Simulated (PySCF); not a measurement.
C₄H₅Si, SMILES C1=CC=C[SiH]1 (connectivity only; charge and spin as stated), charge +1, multiplicity 1. Heavy atoms are numbered as in [CH:1]1=[CH:2][SiH:3][CH:4]=[CH:5]1. Hydrogens are named by the atom that carries them.

Geometry optimised at PBE0-D3(BJ)/def2-SVP. The spin state was assumed, not searched. The isomer is the one that the SMILES or the coordinates give; other isomers of the formula were not compared.

Method: B3LYP/pcSseg-1 (PySCF).

GIAO shieldings, no solvent; atoms alike by connectivity are averaged. δ = σ(ref) − σ: ¹³C against TMS (σ = 181.3 ppm); ²⁹Si against TMS (σ = 338.7 ppm); ¹H against TMS (σ = 31.68 ppm), references at their B3LYP-D3(BJ)/def2-TZVP geometries, non-relativistic.

```csv
atoms,nucleus,count,δ (ppm)
C1 (CH),¹³C,2,187.9
C2 (CH),¹³C,2,?
Si3 (SiH),²⁹Si,1,296.0
H on Si3,¹H,1,8.50
H on C1,¹H,2,?
H on C2,¹H,2,?
```

Q: Some entries are withheld; supply them. (An estimate is asked for; the answer gives what the named calculation found.)

A: 
- C2 (CH), δ (ppm): 118.8
- H on C1, δ (ppm): 8.19
- H on C2, δ (ppm): 6.11
